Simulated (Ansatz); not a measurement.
The cluster Ge2C. The state is a singlet with charge 0. Geometry r2SCAN-D4/def2-TZVP.

```xyz
3

Ge   -0.479    1.469   -0.395
Ge    0.256   -1.570   -0.106
C     0.223    0.101    0.501
```

B3LYP takes the VWN-RPA correlation. HSE06 is defined as in plane-wave codes, on full-range PBE exchange. The structure comes from a short search, and lower isomers may exist.

(1) Estimate the orbital energies around the gap (eV) in Ansatz with BLYP-D4/def2-TZVP, B3LYP-D4/def2-TZVP, PBE0-D4/def2-SVP, PBE0-D4/def2-TZVPD, HSE06-D4/def2-TZVP.

## Answers

(1) 
```
orbital  BLYP-D4/def2-TZVP  B3LYP-D4/def2-TZVP  PBE0-D4/def2-SVP  PBE0-D4/def2-TZVPD  HSE06-D4/def2-TZVP
 HOMO−5             -15.75              -17.64            -18.09              -18.15              -17.72
 HOMO−4             -11.78              -13.14            -13.46              -13.43              -12.99
 HOMO−3              -8.37               -9.48             -9.63               -9.71               -9.28
 HOMO−2              -5.98               -6.84             -7.11               -7.09               -6.69
 HOMO−1              -5.95               -6.82             -7.08               -7.06               -6.66
   HOMO              -5.73               -6.74             -6.99               -6.96               -6.55
   LUMO              -3.07               -2.67             -2.53               -2.53               -2.87
 LUMO+1              -2.55               -2.14             -1.98               -2.01               -2.32
 LUMO+2              -2.02               -1.52             -1.27               -1.43               -1.70
 LUMO+3              -1.05               -0.49             -0.18               -0.34               -0.66
 LUMO+4               1.22                1.65              1.92                0.90                1.50
 LUMO+5               2.50                2.96              3.97                1.20                2.88
```
